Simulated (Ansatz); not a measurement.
Spectroscopic constants of CdF, multiplicity 2 (lowest of 2S+1 = 2, 4 at CCSD(T)/def2-TZVPP on PBE0 minima; our sources give no spin for the ground state, which may be another). No spin–orbit coupling.

The constants come from a fifth-degree fit in 1/R (seven points, main isotopes). In def2 and cc sets the state is the lowest found near the PBE0 minimum, followed along R.

Correlated levels freeze the inner cores; with def2 sets outer-core shells near the valence are correlated too. CBS: X⁻³ extrapolation of the correlation energy, Hartree–Fock from the larger set.

Run with Ansatz (Gaussian basis) for Hartree–Fock, density functionals and correlated methods. Each number belongs to the level named beside it. In def2 rows elements past Kr take small-core potentials, without spin–orbit coupling.

Q: What bond length and harmonic frequency does wB97X-V/def2-TZVPP give?

A: r_e = 1.989 Å, ω_e = 523 cm⁻¹.

Q: What bond length and harmonic frequency does CCSD/def2-TZVPP give?

A: r_e = 1.978 Å, ω_e = 534 cm⁻¹.

Q: What bond length and harmonic frequency does CCSD(T)/CBS(def2-TZVPP, def2-QZVPP) give?

A: r_e = 1.980 Å, ω_e = 539 cm⁻¹.

Ansatz is an electronic-structure program.
